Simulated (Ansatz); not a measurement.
Consider the ligand exchange at a Ge–C bond: `N[CH2][GeH2][NH2]` + `N[SiH2]S` → `N[SiH2][S][GeH2][NH2]` + CH₃NH₂.

Gas-phase electronic energies from Ansatz, PBE0-D4/def2-TZVP geometries. CBS: MP2 limit from def2 TZ/QZ plus the TZ coupled-cluster correction, frozen cores. DFT in def2-TZVPP. B3LYP here is the variant with VWN-RPA as its local correlation; programs differ in this. For Ge outer-core shells are correlated without core-valence functions, which leaves a few kJ/mol of doubt a bond. Scalar relativity is left out up to krypton. Each species was taken in one conformer, which may not be the lowest.

`N[CH2][GeH2][NH2]`:

```xyz
12

N    -0.024   -0.820    1.911
C    -0.647   -0.292    0.707
Ge    0.747    0.457   -0.470
N     0.162    0.917   -2.158
H    -0.716   -1.161    2.568
H     0.586   -1.598    1.694
H    -1.311    0.532    0.981
H    -1.252   -1.013    0.135
H     1.838   -0.618   -0.657
H     1.339    1.731    0.153
H    -0.468    1.707   -2.180
H    -0.254    0.160   -2.683
```

`N[SiH2]S`:

Z-matrix (Å, degrees):
```
Si
S 1 2.151
N 1 1.706 2 111.5
H 1 1.484 2 111.6 3 -117.8
H 1 1.485 2 105.8 3 122.4
H 2 1.343 1 94.3 3 -148.1
H 3 1.006 1 122.1 2 53.2
H 3 1.006 1 120.4 2 -98.6
```

`N[SiH2][S][GeH2][NH2]`:

Cartesian coordinates in Å:
```
N -1.118 -0.204 1.363
Si -1.286 1.060 0.203
S -0.948 0.289 -1.742
Ge 0.876 -0.948 -1.271
N 2.033 -0.202 -0.069
H -1.005 0.047 2.334
H -1.690 -1.030 1.273
H -0.296 2.090 0.615
H -2.624 1.706 0.114
H 1.596 -1.091 -2.619
H 0.420 -2.296 -0.702
H 1.624 -0.110 0.851
H 2.416 0.690 -0.351
```

CH₃NH₂:

Z-matrix (Å, degrees):
```
C
N 1 1.453
H 1 1.092 2 109.4
H 1 1.100 2 115.4 3 -121.6
H 1 1.092 2 109.4 3 116.8
H 2 1.012 1 110.6 3 62.6
H 2 1.012 1 110.6 3 -179.3
```

```json
{"level": "PBE0-D4", "ΔE (kJ/mol)": "-96.6"}
{"level": "B3LYP-D4", "ΔE (kJ/mol)": "-95.4"}
{"level": "B3LYP", "ΔE (kJ/mol)": "-84.5"}
{"level": "HF/def2-TZVPP", "ΔE (kJ/mol)": "-88.9"}
{"level": "SCS-MP2/def2-TZVPP", "ΔE (kJ/mol)": "-91.9"}
{"level": "HF/def2-QZVPP", "ΔE (kJ/mol)": "-87.7"}
{"level": "HF/CBS(def2)", "ΔE (kJ/mol)": "-87.5"}
{"level": "MP2/CBS(def2)", "ΔE (kJ/mol)": "-94.1"}
```

(1) What does CCSD(T)/CBS give? (An estimate is asked.)

Largest T1 diagnostic among the species: 0.011.

## Answers

(1) Ansatz gave: -89.4 kJ/mol. The listed levels differ from it by -7.2, -6.0, 4.9, 0.5, -2.5, 1.7, 1.9, -4.7 kJ/mol.

The D4 term adds −11.0 kJ/mol with B3LYP and −6.2 kJ/mol with PBE0; it sums over pairs of atoms, weighted by their polarisabilities, and B3LYP, whose exchange is more repulsive, gets the larger term.
